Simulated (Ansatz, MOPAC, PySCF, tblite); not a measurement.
Breaking a bond: MgO, singlet.

Levels of theory: RHF/6-31G* = restricted Hartree-Fock/6-31G*, spherical d in PySCF; PM7, restricted, heats of formation (MOPAC); GFN2-xTB, 300 K electronic temperature (tblite); FCI = full CI/cc-pVDZ, frozen core (Ansatz, a first-principles code).

Energies relative to the lowest point of each curve near equilibrium, in kJ/mol:

```tsv
R / Å	RHF/6-31G*	PM7	GFN2-xTB
1.39	277.2	44.3	151.7
1.48	123.0	0.0	48.9
1.58	36.1	0.3	5.5
1.65	9.4	21.3	0.0
1.68	3.7	34.1	1.6
1.73	0.0	59.1	7.9
1.76	0.4	75.9	13.5
1.85	9.5	131.5	35.6
1.90	17.9	163.4	50.3
```

**Question.** What does FCI give at the same points?

**Answer.** 1.39: 319.9; 1.48: 159.6; 1.58: 59.7; 1.65: 22.7; 1.68: 12.9; 1.73: 2.8; 1.76: 0.0; 1.85: 2.6; 1.90: 9.5 (kJ/mol).

The scan ran from 1.39 to 6.86 Å; beyond the distances shown full CI changes its symmetry label. The restricted form behind RHF/6-31G*, PM7 keeps the bonding electrons paired and can't separate into open-shell fragments. Also computed but left out beside FCI, since their determinant holds another spin at the minimum (<S²> over 0.7 above the pure value): UHF, UHF/6-31G*.
